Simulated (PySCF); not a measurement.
Magnetisability: SMILES C1=PC=C(OC)S1, C₄H₅OPS

Molfile (atoms numbered from 1):
```
C4H5OPS
     RDKit          3D

 12 12  0  0  0  0  0  0  0  0999 V2000
   -2.1298   -0.3626    0.2171 C   0  0  0  0  0  0  0  0  0  0  0  0
   -1.2474    0.6997   -0.0578 O   0  0  0  0  0  0  0  0  0  0  0  0
    0.0672    0.4227   -0.0964 C   0  0  0  0  0  0  0  0  0  0  0  0
    1.0105    1.3695   -0.3484 C   0  0  0  0  0  0  0  0  0  0  0  0
    2.6962    0.8620   -0.3555 P   0  0  0  0  0  0  0  0  0  0  0  0
    2.3126   -0.7575   -0.0073 C   0  0  0  0  0  0  0  0  0  0  0  0
    0.6603   -1.1878    0.1833 S   0  0  0  0  0  0  0  0  0  0  0  0
   -2.0817   -1.1288   -0.5637 H   0  0  0  0  0  0  0  0  0  0  0  0
   -1.9031   -0.8259    1.1831 H   0  0  0  0  0  0  0  0  0  0  0  0
   -3.1265    0.0727    0.2437 H   0  0  0  0  0  0  0  0  0  0  0  0
    0.7191    2.3900   -0.5321 H   0  0  0  0  0  0  0  0  0  0  0  0
    3.0239   -1.5548    0.1080 H   0  0  0  0  0  0  0  0  0  0  0  0
  1  2  1  0
  2  3  1  0
  3  4  2  0
  4  5  1  0
  5  6  2  0
  6  7  1  0
  7  3  1  0
  1  8  1  0
  1  9  1  0
  1 10  1  0
  4 11  1  0
  6 12  1  0
M  END
```

Theory: PySCF 2.14.0, GIAO KT3/pcSseg-1 magnetisability, rotational g tensor and spin-rotation constants, non-relativistic, gas phase. Geometry: GFN2-xTB.

(1) What are the magnetisability and the molar susceptibility?

(2) Split it along the inertial axes a, b, c into diamagnetic and paramagnetic parts about the centre of mass, with the quadrupole moment.

(3) And the rotational g tensor?

Results:

(1) Isotropic -1295 × 10⁻³⁰ J/T², or -78.0 × 10⁻⁶ cm³/mol; principal values -1792, -1125, -968 × 10⁻³⁰ J/T², anisotropy 758 × 10⁻³⁰ J/T² (root of half the summed squared differences of the principal values). The susceptibility is in cgs units.

(2) 
| axis | χ (10⁻⁶ cm³/mol) | diamagnetic (10⁻⁶ cm³/mol) | paramagnetic (10⁻⁶ cm³/mol) | summed x² of all electrons (Å²) | quadrupole Θ (D Å) |
| --- | --- | --- | --- | --- | --- |
| a | -66.0 | -376.6 | 310.6 | 205.9 | +5.22 |
| b | -60.0 | -931.3 | 871.4 | 75.2 | +0.79 |
| c | -107.9 | -1192.5 | 1084.5 | 13.6 | -6.01 |

Anisotropies 2χaa − χbb − χcc = +35.8 and 2χbb − χaa − χcc = +54.0 × 10⁻⁶ cm³/mol. Θ is traceless in Buckingham's convention.

(3) 
```
axis  rotational constant (GHz)        g  nuclear part  electronic part
   a                     4.2277  -0.0635        0.5534          -0.6168
   b                     1.3970  -0.0232        0.5486          -0.5719
   c                     1.0571  +0.0082        0.5468          -0.5386
```
Asymmetric top; isotopes 12C, 1H, 16O, 31P, 32S; no vibrational averaging.
